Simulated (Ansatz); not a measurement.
Reaction (SMILES): CCC(=O)CC → [CH2]CC(=O)CC + H atom (the C-H bond at the site shown breaks; other sites are not compared here)
Each molecule is optimised on its own at B3LYP-D3(BJ)/def2-TZVP (Ansatz, a quantum-chemistry and plane-wave program), one conformer each, not searched for the lowest.
Geometry of the first species:
```
C
O 1 1.2093
C 1 1.5187 2 121.92
H 3 1.0957 1 107.60 2 123.90
H 3 1.0957 4 105.00 1 -114.39
C 1 1.5187 2 121.92 3 180.00
H 6 1.0957 1 107.60 2 123.90
H 6 1.0957 7 105.00 1 -114.39
C 3 1.5209 4 111.14 5 -120.24
H 9 1.0898 3 110.93 4 178.73
H 9 1.0899 10 107.24 3 -121.28
H 9 1.0908 10 108.49 11 -116.99
C 6 1.5209 7 111.14 8 -120.24
H 13 1.0898 6 110.93 7 178.73
H 13 1.0899 14 107.24 6 -121.28
H 13 1.0908 14 108.49 15 -116.99
```
Charge 0, spin multiplicity 1.

Property: bond dissociation energy (electronic energy difference), in kcal/mol. Cores are frozen in the correlated levels unless marked. Open shells are spin-unrestricted. No spin-orbit coupling. Non-relativistic. CBS marks a two-point X^-3 extrapolation of the correlation energy; Hartree-Fock from the larger set. [CCSD(T)-MP2]/basis is that difference in the basis named.

```json
[
 {"level": "PBE/def2-TZVPD", "program": "Ansatz", "bond dissociation energy (kcal/mol)": "…"},
 {"level": "BLYP-D3(BJ)/def2-TZVPD", "program": "Ansatz + dftd3", "bond dissociation energy (kcal/mol)": "104.7"},
 {"level": "r2SCAN/def2-TZVPD", "program": "Ansatz", "bond dissociation energy (kcal/mol)": "103.7"},
 {"level": "r2SCAN-D3(BJ)/def2-TZVPD", "program": "Ansatz + dftd3", "bond dissociation energy (kcal/mol)": "103.8"},
 {"level": "LC-wPBE-D3(BJ)/def2-TZVPD", "program": "Ansatz + dftd3", "bond dissociation energy (kcal/mol)": "105.9"},
 {"level": "RPA@PBE/cc-pVQZ", "program": "Ansatz", "bond dissociation energy (kcal/mol)": "108.8"},
 {"level": "SCS-MP2/6-31G*", "program": "Ansatz", "bond dissociation energy (kcal/mol)": "103.3"},
 {"level": "CCSD/6-31G", "program": "Ansatz", "bond dissociation energy (kcal/mol)": "…"},
 {"level": "RI-MP2/CBS(cc-pVTZ,cc-pVQZ)+[CCSD(T)-MP2]/cc-pVTZ", "program": "Ansatz", "bond dissociation energy (kcal/mol)": "110.5"}
]
```

Q: Complete the blanks.

A: 
- PBE/def2-TZVPD, bond dissociation energy (kcal/mol): 104.6
- CCSD/6-31G, bond dissociation energy (kcal/mol): 99.4
